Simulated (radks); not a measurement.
Species: Ca IV. Configuration: [Ne] 3s2 3p5 (the NIST ground configuration). Calculated with a radial shooting solver on a logarithmic mesh with Libxc functionals: scalar-relativistic Kohn-Sham, LDA (Slater exchange, Perdew-Wang correlation), spin-unpolarised, spherical densities, finite nucleus; Fermi nuclear charge, rms radius 3.4776 fm.

Unscreened Slater integrals over Kohn-Sham orbitals (eV).

integral,value
"F0(3p,3p)",20.368
"F2(3p,3p)",10.276
"F0(3p,3s)",21.034
"G1(3p,3s)",14.011
"F0(3p,2p)",27.651
"F2(3p,2p)",5.3152
"G0(3p,2p)",2.1276
"G2(3p,2p)",2.1848
"F0(3p,2s)",27.190
"G1(3p,2s)",1.6296
"F0(3s,3s)",21.778
"F0(3s,2p)",28.934
"G1(3s,2p)",2.3663
"F0(3s,2s)",28.566
"G0(3s,2s)",1.8930
"F0(2p,2p)",75.954
"F2(2p,2p)",35.467
"F0(2p,2s)",70.827
"G1(2p,2s)",41.428
"F0(2s,2s)",67.463

Derived for the open shells (J is the average intra-shell exchange parameter used in DFT+U). 3p: J = F2/5 = 2.055 eV.
